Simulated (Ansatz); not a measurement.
The same hydrogen abstraction along the group B, Al, Ga, In.

Calculated with Ansatz (gas phase, PBE0-D4/def2-TZVP geometries, no zero-point term in ΔE). CCSD(T)/CBS adds triple-zeta CCSD(T) − MP2 to the extrapolated MP2 energy (def2 sets, frozen cores). This one scheme is used for every species, atoms too. Functionals use def2-TZVPP. Open shells (•) are unrestricted, without spin–orbit coupling. Spin–orbit coupling would lower the free atoms: a little for Cl. Elements past krypton have def2 core potentials. For Ga, In outer-core shells are correlated without core-valence functions, so the limit isn't a true one: a few kJ/mol of doubt a bond, and 10 to 20 or more in all where bonds break to atoms. Scalar relativity is left out up to krypton. One conformer a species, not always the lowest.

| reaction | CCSD(T)/def2-SVP (eV) | LDA (SPW92) (eV) | r2SCAN-D4 (eV) |
| --- | --- | --- | --- |
| `CBS` + Cl• → `C[B]S`• + HCl | 0.30 | -0.29 | -0.13 |
| `[CH3][AlH][SH]` + Cl• → `[CH3][Al][SH]`• + HCl | -0.60 | -1.32 | -0.98 |
| `[CH3][GaH][SH]` + Cl• → `[CH3][Ga][SH]`• + HCl | -0.71 | -1.32 | -1.06 |
| `[CH3][InH][SH]` + Cl• → `[CH3][In][SH]`• + HCl | -1.22 | -1.78 | -1.55 |

(1) Give the CCSD(T)/CBS values in the same order. (Best estimate.)

Largest T1 diagnostic: 0.016, for `[CH3][In][SH]`•.

## Answers

(1) The calculation gave: 0.07, -0.83, -0.90, -1.41 eV.
